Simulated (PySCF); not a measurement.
Steps of a relaxation of [CeCl3(H2O)]+

[CeCl3(H2O)]+ (singlet). PySCF 2.14.0, RKS PBE0, Ce def2-SVP with ECP28, Cl def2-SVP, O def2-SVP, H def2-SVP; non-relativistic Hamiltonian with scalar-relativistic core potentials where named; density fitting; no spin-orbit coupling. Origin of the start: template. Columns: position (Å) and force (eV/Å). Energies are counted from the last step; some of the 12 steps are shown. Forces carry noise of the integration grid, about 0.01 to 0.03 eV/Å.

Run from Python with OMP_NUM_THREADS=4. Where DIIS fails, smearing, a level shift and second-order steps follow.
It took 72 s on 4 threads of Arm Neoverse V2, with other jobs on the host, from the converged density of the start.

```xyz
7
step 0  E = 0.556 eV
Ce   -0.0998    0.0998   -0.0998     1.37   -1.33    1.33
Cl    1.3861    1.5858    1.3861    -1.22   -1.08   -1.19
Cl   -1.5858   -1.3861    1.3861     1.09    1.19   -1.19
Cl    1.3861   -1.3861   -1.5858    -1.22    1.19    1.08
O    -1.4898    1.4898   -1.4898     0.05   -0.04    0.04
H    -1.8304    2.3750   -1.2859    -0.03    0.15    0.08
H    -1.8304    1.2859   -2.3750    -0.03   -0.08   -0.15
```

```xyz
7
step 4  E = 0.007 eV
Ce   -0.0573    0.0638   -0.0638     0.06   -0.04    0.04
Cl    1.2866    1.5316    1.3066    -0.03    0.02    0.00
Cl   -1.5146   -1.2987    1.2987    -0.01    0.01   -0.01
Cl    1.2866   -1.3066   -1.5316    -0.03    0.00   -0.02
O    -1.4611    1.4660   -1.4660     0.00    0.01   -0.01
H    -1.8021    2.3514   -1.2566     0.00    0.00    0.00
H    -1.8021    1.2566   -2.3514     0.00    0.00    0.00
```

```xyz
7
step 7  E = 0.001 eV
Ce   -0.0128    0.0384   -0.0384    -0.03    0.04   -0.04
Cl    1.2180    1.6272    1.3126    -0.01   -0.01   -0.02
Cl   -1.5428   -1.2840    1.2840     0.00    0.00    0.00
Cl    1.2180   -1.3126   -1.6272    -0.01    0.02    0.01
O    -1.4198    1.4408   -1.4408     0.04   -0.04    0.04
H    -1.7624    2.3251   -1.2291     0.01   -0.01    0.00
H    -1.7624    1.2291   -2.3251     0.01    0.00    0.01
```

Q: Where does the relaxation end?

A: It converges at step 11 in Cs:
```xyz
7
step 11  E = 0
Ce   -0.0111    0.0311   -0.0311
Cl    1.1874    1.6617    1.2992
Cl   -1.5544   -1.2842    1.2842
Cl    1.1874   -1.2992   -1.6617
O    -1.3997    1.4263   -1.4263
H    -1.7369    2.3128   -1.2156
H    -1.7369    1.2156   -2.3128
```

Q: How did the contacts change?

A: 
```json
{"contact": "Ce1–Cl2 (Cl)", "start (Å)": "2.574", "end (Å)": "2.422"}
{"contact": "Ce1–Cl3 (Cl)", "start (Å)": "2.574", "end (Å)": "2.417"}
{"contact": "Ce1–Cl4 (Cl)", "start (Å)": "2.574", "end (Å)": "2.422"}
{"contact": "Ce1–O5 (H2O)", "start (Å)": "2.408", "end (Å)": "2.413"}
```


No other spin state of this charge was computed.
